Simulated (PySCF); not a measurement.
What builds the first ionisation energy along the 4p block

Calculated with PySCF 2.14 from differences of total energies of unrestricted determinants, without spin-orbit coupling. Each column adds one step, in eV (sums use unrounded values): valence MP2, valence CCSD, valence triples, then the next inner shell at CCSD(T) (Ga 3s 3p 3d, Ge 3s 3p 3d, As 3s 3p 3d, Se 3s 3p 3d, Br 3s 3p 3d, Kr 3s 3p 3d). References (NIST) marked * lie between the lowest fine-structure levels; the others compare directly ((s) semi-empirical, (t) theoretical).

| element | UHF | + MP2 | + CCSD | + (T) | + inner shell | sum | reference |
| --- | --- | --- | --- | --- | --- | --- | --- |
| Ga [Ar] 3d10 4s2 4p1 → [Ar] 3d10 4s2 (x2c-TZVPPall, spin-free X2C) | 5.516 | 0.205 | 0.059 | 0.022 | 0.065 | 5.868 | 5.931 |
| Ge [Ar] 3d10 4s2 4p2 → [Ar] 3d10 4s2 4p1 (x2c-TZVPPall, spin-free X2C) | 7.414 | 0.344 | 0.029 | 0.027 | 0.053 | 7.867 | 7.925 |
| As [Ar] 3d10 4s2 4p3 → [Ar] 3d10 4s2 4p2 (x2c-TZVPPall, spin-free X2C) | 9.436 | 0.473 | -0.030 | 0.030 | 0.043 | 9.953 | 10.008 |
| Se [Ar] 3d10 4s2 4p4 → [Ar] 3d10 4s2 4p3 (x2c-TZVPPall, spin-free X2C) | 8.543 | 0.674 | 0.113 | 0.028 | 0.029 | 9.387 | 9.635 |
| Br [Ar] 3d10 4s2 4p5 → [Ar] 3d10 4s2 4p4 (x2c-TZVPPall, spin-free X2C) | 10.722 | 0.817 | 0.002 | 0.034 | 0.024 | 11.599 | 11.844 |
| Kr [Kr] → [Ar] 3d10 4s2 4p5 (x2c-TZVPPall, spin-free X2C) | 13.057 | 0.943 | -0.119 | 0.040 | 0.018 | 13.939 | 14.222 |

What remains against the references is mostly basis incompleteness.

These are valence bases, so the inner-shell step is incomplete.
